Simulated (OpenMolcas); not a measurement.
The numbers below are computed, except where a source is named.
## Co2+: input and output

Co2+ among 4 point charges of -1.5 e arranged as a tetrahedron (Td), 2.02 Å from the ion.

Input:

```
&GATEWAY
Coord
1

Co 0.0 0.0 0.0
Basis=ANO-RCC-VDZP
Group=NoSym
NoMove
AngMom=0.0 0.0 0.0
AMFI
XField
4 Angstrom 0
1.166248 1.166248 1.166248 -1.500000
1.166248 -1.166248 -1.166248 -1.500000
-1.166248 1.166248 -1.166248 -1.500000
-1.166248 -1.166248 1.166248 -1.500000
&SEWARD
&RASSCF
FileOrb=start.orb
Symmetry=1
Spin=4
nActEl=7 0 0
Inactive=9
Ras2=5
CIRoot=10 10 1
SDav=10
CIMx=300
Iter=120 100
PrWF=0.3
OrbListing=Nothing
MaxOrb=0
>>> COPY $Project.JobIph JOB001
&RASSCF
FileOrb=start.orb
Symmetry=1
Spin=2
nActEl=7 0 0
Inactive=9
Ras2=5
CIRoot=40 40 1
SDav=40
CIMx=300
Iter=120 100
PrWF=0.3
OrbListing=Nothing
MaxOrb=0
>>> COPY $Project.JobIph JOB002
&RASSI
NrOfJobIphs=2 10 40
1 2 3 4 5 6 7 8 9 10
1 2 3 4 5 6 7 8 9 10 11 12 13 14 15 16 17 18 19 20 21 22 23 24 25 26 27
28 29 30 31 32 33 34 35 36 37 38 39 40
IphNames
JOB001
JOB002
EJob
SpinOrbit
DIPRint=1.0
SOCoupling=1000.0
Subsets=2
Property=9
'ANGMOM' 1 'ANGMOM' 2 'ANGMOM' 3 'MLTPL  1' 1 'MLTPL  1' 2 'MLTPL  1' 3
'AMFI' 1 'AMFI' 2 'AMFI' 3
SOProperty=3
'ANGMOM' 1 'ANGMOM' 2 'ANGMOM' 3
```

Launched by
```bash
OMP_NUM_THREADS=1 MOLCAS_MEM=1689 MOLCAS_PROJECT=a pymolcas a.inp > a.log  # once for each step of the input, in one work folder
```

A driver script runs the steps one by one and writes start.orb anew before each from the orbitals found so far.

Output, cut to the results:

```
--- SEWARD ---
Basis set label: CO.ANO-RCC...5S4P2D1F.

      Electronic valence basis set:
      ------------------
      Associated Effective Charge  27.000000 au
      Associated Actual Charge     27.000000 au
      Nuclear Model: Point charge

      Shell  nPrim  nBasis  Cartesian Spherical Contaminant
         s      21       5        X
         p      15       4        X
         d      10       2                 X
         f       6       1                 X
                  Relativistic Douglas-Kroll-Hess integrals:
                    - DKH order of Hamiltonian: 2
                    - DKH order of Properties : 0
                  Atomic mean-field integrals
--- RASSCF ---
Wave function specifications:
      -----------------------------

      Number of closed shell electrons          18
      Number of electrons in active shells       7
      Max number of holes in RAS1 space          0
      Max nr of electrons in RAS3 space          0
      Number of inactive orbitals                9
      Number of active orbitals                  5
      Number of secondary orbitals              20
      Spin quantum number                      1.5
      State symmetry                             1
Orbital specifications:
      -----------------------

      Symmetry species                           1
                                                 a
      Frozen orbitals                            0
      Inactive orbitals                          9
      Active orbitals                            5
      RAS1 orbitals                              0
      RAS2 orbitals                              5
      RAS3 orbitals                              0
      Secondary orbitals                        20
      Deleted orbitals                           0
      Number of basis functions                 34
      Number of CSFs                            10
      Number of root(s) required                10
      Iter CI   SX   CI       RASSCF       Energy    max ROT     max BLB   max BLB  Level Ln srch  Step   QN
          iter iter root      energy       change     param      element    value   shift minimum  type update
 Nr of preliminary CI iterations:   1
      Total energies have been shifted. Add                -1000.00 au
        1   1    7    0  -394.07043711    0.00E+00  -8.07E-02   11  24 1  2.26E-01*  0.16   0.00    SX    NO
        2   1    7    0  -394.10518117   -3.47E-02* -4.75E-02    9  22 1  2.08E-01*  0.41   0.00    SX    NO
        3   1    7    0  -394.12264448   -1.75E-02*  3.22E-02    7  20 1 -1.20E-01*  0.23   0.00    SX    NO
        4   1    7    0  -394.12765239   -5.01E-03*  2.31E-02    8  21 1  8.71E-02*  0.35   0.00    SX    NO
        5   1    7    0  -394.13080309   -3.15E-03* -8.93E-03    7  20 1 -6.13E-02*  0.27   0.60    LS   YES
        6   1    6    0  -394.13349132   -2.69E-03* -1.62E-03    9  22 1 -3.76E-03*  0.30   1.04    QN   YES
        7   1    5    0  -394.13351519   -2.39E-05* -7.71E-04   13  18 1  1.02E-03*  0.30   1.48    LS   YES
        8   1    6    0  -394.13351798   -2.78E-06*  4.54E-04    9  22 1  1.21E-03*  0.30   1.00    QN   YES
        9   1    5    0  -394.13351959   -1.62E-06*  1.03E-04    9  22 1  2.62E-04*  0.30   1.23    QN   YES
       10   1    3    0  -394.13351966   -6.54E-08*  8.59E-06   12  25 1  2.36E-05   0.30   1.02    QN   YES
       11   1    3    0  -394.13351966   -6.98E-10  -4.31E-06   14  27 1  8.52E-06   0.30   1.45    QN   YES
      Convergence after 11 iterations
       12   1    3    0  -394.13351966   -9.21E-11  -4.31E-06    8  21 1 -6.32E-07   0.30   1.45    QN   YES
      Natural orbitals and occupation numbers for root  1
      sym 1:   2.000000   1.000000   1.000000   1.000000   2.000000
      Natural orbitals and occupation numbers for root  2
      sym 1:   1.807925   1.000000   1.807925   1.192075   1.192075
      Natural orbitals and occupation numbers for root  3
      sym 1:   1.384102   1.000000   1.384102   1.615898   1.615898
::    RASSCF root number  1 Total energy:  -1394.16589889
::    RASSCF root number  2 Total energy:  -1394.15989739
::    RASSCF root number  3 Total energy:  -1394.15989739
::    RASSCF root number  4 Total energy:  -1394.15989739
::    RASSCF root number  5 Total energy:  -1394.15518129
::    RASSCF root number  6 Total energy:  -1394.15518129
::    RASSCF root number  7 Total energy:  -1394.15518129
::    RASSCF root number  8 Total energy:  -1394.07468722
...
--- RASSI ---
SPIN-FREE ENERGIES:
  (Shifted by EMIN (a.u.) =      -1394.1658988897)

 SF State       Relative EMIN(au)   Rel lowest level(eV)    D:o, cm**(-1)      L_eff

     1             0.0000000000        0.0000000000              0.0000         3.0
     2             0.0060015023        0.1633091969           1317.1775         3.0
     3             0.0060015023        0.1633091969           1317.1775         3.0
     4             0.0060015023        0.1633091969           1317.1775         3.0
     5             0.0107175982        0.2916407037           2352.2409         3.0
     6             0.0107175982        0.2916407037           2352.2409         3.0
     7             0.0107175982        0.2916407037           2352.2409         3.0
    11             0.0898946528        2.4461581182          19729.5958         4.0
    12             0.0898946528        2.4461581182          19729.5958         4.0
    13             0.0901737683        2.4537532372          19790.8545         4.0
    14             0.0901737683        2.4537532372          19790.8545         4.0
    15             0.0901737683        2.4537532372          19790.8545         4.0
    16             0.0903204513        2.4577446873          19823.0478         4.0
     8             0.0912116663        2.4819958821          20018.6468         1.0
     9             0.0912116663        2.4819958821          20018.6468         1.0
    10             0.0912116663        2.4819958821          20018.6468         1.0
    17             0.0921057912        2.5063262598          20214.8846         4.0
    18             0.0921057912        2.5063262598          20214.8846         4.0
    19             0.0921057912        2.5063262598          20214.8846         4.0
    20             0.1159656741        3.1555867495          25451.5236         4.0
    21             0.1159656741        3.1555867495          25451.5236         4.0
...
```

Spin-orbit levels above the lowest (labels of Td):

```tsv
E (cm-1)	Degeneracy	Label	2S+1	g
0.0	4	Γ8	4	
1132	4	Γ8	4	
1345	2	Γ6	4	0.82 0.82 0.82
1781	4	Γ8	4	
1803	2	Γ7	4	3.79 3.79 3.79
2133	2	Γ6	4	1.18 1.18 1.18
2680	4	Γ8	4	
3155	2	Γ7	4	1.79 1.79 1.79
3387	4	Γ8	4	
19638	2	Γ6	2	3.87 3.87 3.87
19678	4	Γ8	2	
20052	4	Γ8	4	
20057	2	Γ7	4	2.66 2.66 2.66
20171	4	Γ8	2	
20341	4	Γ8	4	
20560	2	Γ6	2	1.68 1.68 1.68
20592	4	Γ8	2	
20750	2	Γ6	4	2.45 2.45 2.45
20952	2	Γ7	2	2.62 2.62 2.62
25494	4	Γ8	2
```

Without dynamic correlation the repulsion within the d shell is too large (B by tens of per cent), so at a given field states of lower spin stand too high. The ground term spreads over less than 5000 cm-1, several times less than with real ligands, so orbital moments are less quenched and χT lies further from the spin-only value than at real sites. Point charges carry no covalency, so the field is a model and not that of real ligands. No measured value stands beside these numbers.

The RASSCF and RASSI steps took 11 s on 1 thread of Arm Neoverse V1 (shared host); the integral step is not counted.
